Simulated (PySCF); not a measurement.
C2F3, doublet, geometry from GFN2-xTB. Base run: TPSS/6-311G** (PySCF).

The PySCF input:
```python
from pyscf import gto, scf, dft

mol = gto.M(
    atom='''
C    -0.02097005    0.18801536    0.95068298
C     0.00630951    0.22182388   -0.35025560
F    -0.03482227   -0.77428364    1.82927975
F     0.01570563    1.33880864   -1.05329788
F     0.02889033   -0.83775117   -1.17626680
''',
    basis='6-311g**',
    spin=1,
    verbose=4,
)

mf = dft.UKS(mol)
mf.xc = 'tpss'
mf.kernel()
```

The base run was repeated with changes; each row names its change, and settings that it needs were set with it.

```tsv
change	ΔE vs base (µEh)	grid points	electrons on the grid
base	0.0	71024	38.99999
grids.atom_grid = (50, 194)	15.6	32832	38.99999
grids.level = 7	-5.1	439976	39.00000
small_rho_cutoff = 0	0.0	71024	38.99999
grids.level = 1	86.3	26264	38.99999
grids.prune = dft.gen_grid.sg1_prune	3.0	31712	39.00007
grids.level = 4	-4.8	143728	39.00000
grids.atom_grid = (30, 110)	-457	12280	39.00022
grids.atom_grid = (150, 974)	-5.1	396064	39.00000
grids.atom_grid = (75, 302)	0.0	71024	38.99999
grids.radi_method = gauss_chebyshev	-0.6	69264	38.99999
```

Open shells are given as the SCF converged; they aren't shown to be the lowest states, and a large step between rows can be another state.
